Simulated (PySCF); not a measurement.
# Radial density of Rb²⁺ (rubidium, charge +2)

MN15, [Ar] 3d10 4s2 4p5, 2P determinant. All numbers are calculated (PySCF 2.14, scalar relativity by spin-free X2C-1e, in Sapporo-DKH3-DZP-2012).

```tsv
r (bohr)	4πr²ρ (e/bohr)	4πr²(ρα − ρβ)
0.0285	46.23	0.0095
0.0480	39.48	0.0343
0.0807	43.76	0.0712
0.136	54.95	0.0364
0.228	33.38	0.0201
0.384	38.76	0.1820
0.646	22.03	-0.0009
1.09	6.847	0.5935
1.83	3.798	0.5685
3.07	0.3147	0.0488
5.17	0.001723	0.0002
```

Densities and radii are taken from the X2C orbitals without a picture-change correction, which distorts them close to the nucleus.
